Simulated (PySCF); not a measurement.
**Telling isomers of C$_{2}$H$_{15}$NSi$_{4}$ apart by NMR**

PySCF calculation with shielding tensors at PBE0/pcSseg-1 (GIAO) and geometry from PBE0-D3(BJ)/def2-SVP; equivalent nuclei averaged, non-relativistic Hamiltonian, gas phase, one computed conformer.

Referencing at the same level of theory: 1H (σ = 31.27 ppm), 13C (σ = 184.41 ppm) against TMS. Where no couplings were computed, multiplicities follow the n + 1 count of equivalent neighbours, and m marks all less simple cases (inequivalent or close neighbours, rings, F or P nearby). Shifts are as computed. Against solution values, carbons near 30 ppm lie about +2 ppm off and those near 130 ppm about +5 ppm. Of 1211 compounds with measured shifts, 218 miss one by over three times the rms of a fit or turn the order of signals round; such compounds aren't used in these exercises.

(1) Tabulate the signals of `CN(C)[SiH2][SiH]([SiH3])[SiH3]`, `CN(C)[Si@H]([SiH3])[SiH2][SiH3]` and their relative energies.

(2) What is the quickest way to tell CN(C)[SiH2][SiH]([SiH3])[SiH3] from CN(C)[Si@H]([SiH3])[SiH2][SiH3]?

## Answers

(1) 
```json
{"SMILES": "CN(C)[SiH2][SiH]([SiH3])[SiH3]", "carbon types": "2×CH3", "δC": "42.4", "δH": "5.03 (d, 2H), 3.69 (d, 6H), 3.08 (m, 1H), 2.44 (s, 6H)", "E rel. (kcal/mol)": "0.0"}
{"SMILES": "CN(C)[Si@H]([SiH3])[SiH2][SiH3]", "carbon types": "2×CH3", "δC": "41.9", "δH": "5.14 (m, 1H), 3.59 (m, 3H), 3.57 (m, 1H), 3.47 (d, 3H), 3.41 (m, 1H), 2.39 (s, 6H)", "E rel. (kcal/mol)": "2.3"}
```

Energies are electronic energies at PBE0/pcSseg-1 on these geometries, without zero-point or thermal terms, each for the one conformer computed, which needn't be the lowest.

(2) Both give the same number of carbon signals, with the same numbers of each carbon type, so the positions decide. The first has a methyl carbon bonded to N (CH3) at 42.4 ppm, the second a methyl carbon bonded to N (CH3) at 41.9 ppm.
